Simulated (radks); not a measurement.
Valence configurations of Rb I (all share [Kr]). Calculated with a radial shooting solver on a logarithmic mesh with Libxc functionals: Dirac Kohn-Sham, BLYP, spin-unpolarised, spherical densities, point nucleus; open shells fill j = l - 1/2 first. Energies are relative to 5s1; eigenvalues in eV.

[
 {"valence": "5s1", "E (eV)": "0.000", "e(4d3/2)": "-", "e(5p1/2)": "-", "e(5s1/2)": "-2.166"},
 {"valence": "4d0.5 5s0.5", "E (eV)": "1.135", "e(4d3/2)": "-0.322", "e(5p1/2)": "-", "e(5s1/2)": "-2.650"},
 {"valence": "5p1", "E (eV)": "1.595", "e(4d3/2)": "-", "e(5p1/2)": "-1.200", "e(5s1/2)": "-"},
 {"valence": "4d1", "E (eV)": "2.310", "e(4d3/2)": "-0.490", "e(5p1/2)": "-", "e(5s1/2)": "-"}
]

NIST lists [Kr] 5s1 as the ground configuration; this level of theory agrees among the configurations tried. The energies are those of spherical spin-averaged densities, not of single terms.
